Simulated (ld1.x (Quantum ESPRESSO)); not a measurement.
antimony: one change to a TM potential, before and after

- Element: Sb (Z = 51)
- Generator: ld1.x (Quantum ESPRESSO) 7.5
- Type: norm-conserving Troullier–Martins (Kleinman–Bylander form)
- Functional: LDA (PZ)
- Relativity: scalar-relativistic
- Frozen core: [Kr] 4d10
- Valence charge: 5
- Reference configuration: 5s2 5p2 (charge +1)
- Partial waves: 5s (bound): rc 2.00 bohr; 5p (bound): rc 1.65 bohr
- Local potential: the p channel
- Core correction: Bessel-smoothed model core inside 1.70 bohr

Change: wave 5p (bound): rc 1.65 bohr becomes 5p (bound): rc 1.94 bohr.

Cutoffs: the cutoffs (Ry, on a coarse ladder) from which the occupation-weighted sum of valence levels, in a spherical-Bessel basis at the reference potential, stays within 10 and 1 mRy of its value at 400 Ry; they do not see the model core or the augmentation charge, which bear on the density cutoff. Errors are all-electron minus pseudo energies relative to the spin-unpolarised reference configuration.

**Question.** How do hardness, ghosts and transferability respond?

**Answer.** The potential gets softer (45 Ry and 100 Ry → 25 Ry and 45 Ry); the bound ghost in s disappears; of the 9 tests that both files solve, the error grows in 3 and shrinks in 5 by more than 15 % and 0.3 meV (median size 4.7 → 2.6 meV); the range in which the s phases agree narrows (upper end 4.7 → -0.4); the range in which the p phases agree widens (upper end 0.5 → 3.2). A larger radius leaves more room for a smooth pseudo-wave, so fewer plane waves are needed.

```tsv
quantity	base	changed
cutoff, loose	45 Ry	25 Ry
cutoff, tight	100 Ry	45 Ry
loose cutoff by channel (10 mRy a level)	s 18 Ry, p 40 Ry	s 12 Ry, p 10 Ry
bound ghosts	s	none
error for 5s2 5p3, meV [ΔE -8.52 eV]	+1.3	+1.1
error for 5s2 5p1, meV [ΔE 16.25 eV]	-16	-11
error for 5s2 5p0, meV [ΔE 41.04 eV]	-109	-56
error for 5s2 5p3.3, meV [ΔE -9.73 eV]	+2.1	+1.4
error for 5s1 5p0, meV [ΔE 85.85 eV]	-428	-296
error for 5s1 5p4, meV [ΔE -0.31 eV]	0.0	-2.6
error for 5s1 5p3, meV [ΔE 8.82 eV]	-6.2	-9.2
error for 5s2 5p2 (spin-polarised), meV [ΔE -0.59 eV]	-4.7	-0.4
error for 5s2 5p3 (spin-polarised), meV [ΔE -9.61 eV]	-1.3	+2.3
s: phases at 2.20 bohr within 0.05 rad from the reference energy up to (Ry; the scan ends near 5)	4.7	-0.4
p: phases at 2.20 bohr within 0.05 rad from the reference energy up to (Ry; the scan ends near 5)	0.5	3.2
```

 A true bound ghost makes a file unfit for plane-wave use even where its test errors are small: the radial tests pick states by their node count and pass the ghost by.
